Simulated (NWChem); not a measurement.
System: C₂H₅O₂ cation; SMILES O(C=[OH+])C

NWChem input:

```
start job
memory heap 200 mb stack 900 mb global 1100 mb
charge 1
geometry units angstroms noautosym nocenter noautoz
  C      0.506920    -1.441673    -0.001315
  O     -0.670048    -0.543997    -0.000925
  C     -0.584536     0.717998    -0.000307
  O      0.479057     1.433804     0.000557
  H      1.079175    -1.272782     0.913594
  H      0.076027    -2.439881    -0.006768
  H      1.084897    -1.265457    -0.911255
  H     -1.522233     1.271776    -0.000484
  H      1.333558     0.951483     0.001001
end
basis spherical
  C library def2-svp
  O library def2-svp
  H library def2-svp
end
dft
  xc pbe0
  iterations 150
end
cosmo
  dielec 20.7
end
task dft energy
```

Excerpt of the output:

```
             Northwest Computational Chemistry Package (NWChem) 7.3.0
             --------------------------------------------------------

                             Geometry "geometry" -> ""
                             -------------------------

 Output coordinates in angstroms (scale by  1.889725989 to convert to a.u.)

  No.       Tag          Charge          X              Y              Z
 ---- ---------------- ---------- -------------- -------------- --------------
    1 C                    6.0000     0.50692000    -1.44167300    -0.00131500
    2 O                    8.0000    -0.67004800    -0.54399700    -0.00092500
    3 C                    6.0000    -0.58453600     0.71799800    -0.00030700
    4 O                    8.0000     0.47905700     1.43380400     0.00055700
    5 H                    1.0000     1.07917500    -1.27278200     0.91359400
    6 H                    1.0000     0.07602700    -2.43988100    -0.00676800
    7 H                    1.0000     1.08489700    -1.26545700    -0.91125500
    8 H                    1.0000    -1.52223300     1.27177600    -0.00048400
    9 H                    1.0000     1.33355800     0.95148300     0.00100100

 Effective nuclear repulsion energy (a.u.)     129.7243017651

                                 NWChem DFT Module
                                 -----------------

 Summary of "ao basis" -> "ao basis" (spherical)
 ------------------------------------------------------------------------------
       Tag                 Description            Shells   Functions and Types
 ---------------- ------------------------------  ------  ---------------------
 C                          def2-svp                 6       14   3s2p1d
 O                          def2-svp                 6       14   3s2p1d
 H                          def2-svp                 3        5   2s1p

 in cosmo_initialize ...

 solvent parameters
 solvname_short: unkn
 solvname_long:  unknown
 dielec:       20.7000

          ---------------
          -cosmo- solvent
          ---------------
 Cosmo: York-Karplus, doi: 10.1021/jp992097l
 dielectric constant -eps-     =  20.70
 screen = (eps-1)/(eps    )    =   0.95169
 surface charge correction     = lagrangian

   van der Waals surface
 --------------------------

 ---------- ATOMIC COORDINATES (A.U.) ------------ VDWR(ANG.) --
     1    0.95793990   -2.72436694   -0.00248499     2.000
     2   -1.26620712   -1.02800527   -0.00174800     1.720
     3   -1.10461287    1.35681948   -0.00058015     2.000
     4    0.90528646    2.70949668    0.00105258     1.720
     5    2.03934504   -2.40520922    1.72644232     1.300
     6    0.14367020   -4.61070653   -0.01278967     1.300
     7    2.05015806   -2.39136698   -1.72202226     1.300
     8   -2.87660326    2.40330816   -0.00091463     1.300
     9    2.52005921    1.79804215    0.00189162     1.300
 number of segments per atom =         32
 number of   points per atom =         32
 atom (   nspa,  nppa )
 ----------------------
    1 (     20,     0 )       0
    2 (     16,     0 )       0
    3 (     16,     0 )       0
    4 (     16,     0 )       0
    5 (     15,     0 )       0
    6 (     16,     0 )       0
    7 (     15,     0 )       0
    8 (     16,     0 )       0
    9 (     14,     0 )       0
 number of -cosmo- surface points =      144
 molecular surface =     97.566 angstrom**2
 molecular volume  =     75.077 angstrom**3
 G(cav/disp)       =      1.348 kcal/mol
 -lineq- algorithm             =   0
 -bem- low  level              =   2
 -bem- from -octahedral-
 gaussian surface charge width =   4.50000
 degree of switching           =   1.00000
 switching function tolerance  =   0.00010
 atomic radii =
 --------------
    1  6.000  2.000
    2  8.000  1.720
    3  6.000  2.000
    4  8.000  1.720
    5  1.000  1.300
    6  1.000  1.300
    7  1.000  1.300
    8  1.000  1.300
    9  1.000  1.300
 ...... end of -cosmo- initialization ......

            General Information
            -------------------
          SCF calculation type: DFT
          Wavefunction type:  closed shell.
          No. of atoms     :     9
          No. of electrons :    32
           Alpha electrons :    16
            Beta electrons :    16
          Charge           :     1
          Spin multiplicity:     1
          Use of symmetry is: off; symmetry adaption is: off
          Maximum number of iterations: 150
          AO basis - number of functions:    81
                     number of shells:    39
          Convergence on energy requested:  1.00D-06
          Convergence on density requested:  1.00D-05
          Convergence on gradient requested:  5.00D-04

              XC Information
              --------------
                         PBE0 Method XC Functional
                     Hartree-Fock (Exact) Exchange  0.250
          PerdewBurkeErnzerhof Exchange Functional  0.750
            Perdew 1991 LDA Correlation Functional  1.000 local
           PerdewBurkeErnz. Correlation Functional  1.000 non-local

             Grid Information
             ----------------
          Grid used for XC integration:  medium
          Radial quadrature: Mura-Knowles
          Angular quadrature: Lebedev.
          Tag              B.-S. Rad. Rad. Pts. Rad. Cut. Ang. Pts.
          ---              ---------- --------- --------- ---------
          C                   0.70       49          10.0       434
          O                   0.60       49          10.0       434
          H                   0.35       45          11.0       434
          Grid pruning is: on
          Number of quadrature shells:   421
          Spatial weights used:  Erf1

      Superposition of Atomic Density Guess
      -------------------------------------

 Sum of atomic energies:        -227.12832384

 Renormalizing density from      33.00 to     32

      Non-variational initial energy
      ------------------------------

 Total energy =    -224.474251
 1-e energy   =    -549.149359
 2-e energy   =     194.950806
 HOMO         =      -0.749431
 LUMO         =      -0.339141

   convergence    iter        energy       DeltaE   RMS-Dens  Diis-err
 ---------------- ----- ----------------- --------- --------- ---------
     COSMO gas phase
 d= 0,ls=0.0,diis     1   -228.7995162598 -3.59D+02  1.61D-02  1.50D+00
 d= 0,ls=0.0,diis     2   -228.6662711248  1.33D-01  9.85D-03  3.00D+00
 d= 0,ls=0.0,diis     3   -228.9402045083 -2.74D-01  1.78D-03  3.41D-02
 d= 0,ls=0.0,diis     4   -228.9412446938 -1.04D-03  9.38D-04  2.44D-02
 d= 0,ls=0.0,diis     5   -228.9434732615 -2.23D-03  1.94D-04  6.44D-04
  Resetting Diis
 d= 0,ls=0.0,diis     6   -228.9435412595 -6.80D-05  2.96D-05  1.48D-05
 d= 0,ls=0.0,diis     7   -228.9435428360 -1.58D-06  1.09D-05  5.46D-07
 d= 0,ls=0.0,diis     8   -228.9435428307  5.31D-09  5.67D-06  6.03D-07

   convergence    iter        energy       DeltaE   RMS-Dens  Diis-err
 ---------------- ----- ----------------- --------- --------- ---------
     COSMO solvation phase
 d= 0,ls=0.0,diis     1   -229.0471219151 -1.04D-01  1.15D-03  4.03D-03
 d= 0,ls=0.0,diis     2   -229.0478842984 -7.62D-04  2.82D-04  9.94D-04
 d= 0,ls=0.0,diis     3   -229.0479420190 -5.77D-05  1.34D-04  4.24D-04
 d= 0,ls=0.0,diis     4   -229.0479793256 -3.73D-05  3.53D-05  2.49D-05
 d= 0,ls=0.0,diis     5   -229.0479812881 -1.96D-06  1.27D-05  3.79D-06
 d= 0,ls=0.0,diis     6   -229.0479816353 -3.47D-07  2.80D-06  1.66D-07

         Total DFT energy =     -229.047981635287
      One electron energy =     -553.977199239965
           Coulomb energy =      230.652633916156
    Exchange-Corr. energy =      -29.279441328171
 Nuclear repulsion energy =      129.724301765087

             COSMO energy =       -6.168276748393

 Numeric. integr. density =       32.000000715630

                                   COSMO solvation results
                                   -----------------------

                 gas phase energy =      -228.943542830663
                 sol phase energy =      -229.047981635287
 (electrostatic) solvation energy =         0.104438804624 (   65.54 kcal/mol)

                       DFT Final Molecular Orbital Analysis
                       ------------------------------------

 Vector   14  Occ=2.000000D+00  E=-4.902506D-01
              MO Center=  1.2D-01,  1.2D+00, -5.4D-04, r^2= 1.8D+00
   Bfn.  Coefficient  Atom+Function         Bfn.  Coefficient  Atom+Function
  ----- ------------  ---------------      ----- ------------  ---------------
    47      0.480915  4 O  py                50      0.303181  4 O  py
    72     -0.218053  8 H  s                 45      0.215285  4 O  s
    77     -0.212604  9 H  s                 44      0.202382  4 O  s
    19      0.193650  2 O  py                33     -0.161766  3 C  py
    30     -0.149060  3 C  s                 46     -0.139019  4 O  px

 Vector   15  Occ=2.000000D+00  E=-4.305266D-01
              MO Center= -4.0D-02, -1.0D+00, -3.7D-03, r^2= 2.1D+00
   Bfn.  Coefficient  Atom+Function         Bfn.  Coefficient  Atom+Function
  ----- ------------  ---------------      ----- ------------  ---------------
    18      0.388427  2 O  px                 4     -0.298069  1 C  px
    21      0.273318  2 O  px                62      0.262406  6 H  s
     5     -0.188701  1 C  py                67     -0.160395  7 H  s
    57     -0.156407  5 H  s                 19      0.150126  2 O  py
    47      0.140545  4 O  py                16     -0.130148  2 O  s

 Vector   16  Occ=2.000000D+00  E=-4.185317D-01
              MO Center=  1.7D-01, -3.9D-01,  1.6D-03, r^2= 2.4D+00
   Bfn.  Coefficient  Atom+Function         Bfn.  Coefficient  Atom+Function
  ----- ------------  ---------------      ----- ------------  ---------------
    20      0.421239  2 O  pz                48     -0.319538  4 O  pz
    23      0.299736  2 O  pz                 6     -0.286573  1 C  pz
    51     -0.237937  4 O  pz                57     -0.224522  5 H  s
    67      0.222150  7 H  s                  9     -0.110373  1 C  pz
    34      0.101963  3 C  pz                58     -0.086000  5 H  s

 Vector   17  Occ=0.000000D+00  E=-8.922383D-02
              MO Center= -4.4D-01,  6.0D-01, -1.8D-04, r^2= 1.6D+00
   Bfn.  Coefficient  Atom+Function         Bfn.  Coefficient  Atom+Function
  ----- ------------  ---------------      ----- ------------  ---------------
    34      0.613455  3 C  pz                37      0.522100  3 C  pz
    20     -0.330787  2 O  pz                23     -0.320197  2 O  pz
    48     -0.317435  4 O  pz                51     -0.316781  4 O  pz
    58      0.099802  5 H  s                 68     -0.099096  7 H  s
     9     -0.088131  1 C  pz                57      0.075489  5 H  s

 Vector   18  Occ=0.000000D+00  E= 3.403899D-02
              MO Center=  1.1D+00,  1.5D-01, -5.8D-04, r^2= 3.9D+00
   Bfn.  Coefficient  Atom+Function         Bfn.  Coefficient  Atom+Function
  ----- ------------  ---------------      ----- ------------  ---------------
     3      1.041535  1 C  s                 78     -0.898210  9 H  s
    45      0.680167  4 O  s                 58     -0.525717  5 H  s
    68     -0.527549  7 H  s                 63     -0.511976  6 H  s
    31     -0.374087  3 C  s                  7      0.279541  1 C  px
    73      0.264004  8 H  s                 77     -0.211458  9 H  s

 Vector   19  Occ=0.000000D+00  E= 5.442652D-02
              MO Center=  1.8D-01, -8.7D-01, -1.4D-03, r^2= 3.3D+00
   Bfn.  Coefficient  Atom+Function         Bfn.  Coefficient  Atom+Function
  ----- ------------  ---------------      ----- ------------  ---------------
    17      1.001149  2 O  s                  3     -0.879476  1 C  s
     7      0.592736  1 C  px                 8     -0.553600  1 C  py
    73      0.523695  8 H  s                 31     -0.401874  3 C  s
    21      0.335530  2 O  px                 4      0.329055  1 C  px
    35      0.322299  3 C  px                45     -0.312486  4 O  s

     Multipole analysis of the density
     ---------------------------------

     L   x y z        total         alpha         beta         nuclear
     -   - - -        -----         -----         ----         -------
     0   0 0 0      1.000000    -16.000000    -16.000000     33.000000

     1   1 0 0      0.651196      0.270985      0.270985      0.109226
     1   0 1 0     -0.040340     -0.040527     -0.040527      0.040714
     1   0 0 1     -0.000577      0.015385      0.015385     -0.031347

     2   2 0 0    -11.367889    -33.292827    -33.292827     55.217765
     2   1 1 0     -2.438444      2.514417      2.514417     -7.467279
     2   1 0 1      0.000804     -0.005021     -0.005021      0.010846
     2   0 2 0    -11.974231    -88.254751    -88.254751    164.535270
     2   0 1 1      0.002320     -0.048237     -0.048237      0.098793
     2   0 0 2    -15.700170    -10.823187    -10.823187      5.946204
```

Level: PBE0/def2-SVP, COSMO on the gas-phase geometry. Geometry: optimised at B3LYP/6-31G* (spherical d). COSMO prints the solvation energy as gas minus solution, so a positive value is a stabilisation.
